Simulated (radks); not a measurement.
The numbers below are computed, except where a source is named.
Problem. These are the eigenvalues of the occupied orbitals of an atom or ion with whole-number occupations (eV). Code: a radial shooting solver on a logarithmic mesh with Libxc functionals. Model: Dirac Kohn-Sham, PBE, spin-unpolarised, spherical densities, finite nucleus; Fermi nuclear charge, rms radius of each element as measured or else 0.836 A^(1/3) + 0.57 fm.

1s1/2: -25337.03
2s1/2: -3748.955
2p1/2: -3485.504
2p3/2: -3310.179
3s1/2: -705.8660
3p1/2: -601.0602
3p3/2: -570.1174
3d3/2: -384.5963
3d5/2: -378.3652
4s1/2: -117.4988
4p1/2: -84.4492
4p3/2: -79.3179
4d3/2: -29.2373
4d5/2: -28.6206

Which element is it, and in what charge state? The configuration may be excited. Open shells, if any, fill j = l - 1/2 first.

Solution. Z = 47, silver, charge +2: Ag2+ in [Kr] 4d9. The list shows which subshells hold electrons but not how many an open one holds; the 1s level, -931.12 hartree, gives Z - s = 43.2 by -(Z - s)^2/2, which with screening and relativity narrows Z to a few neighbours, and the depths of the outer levels then fix element, charge and occupations together.
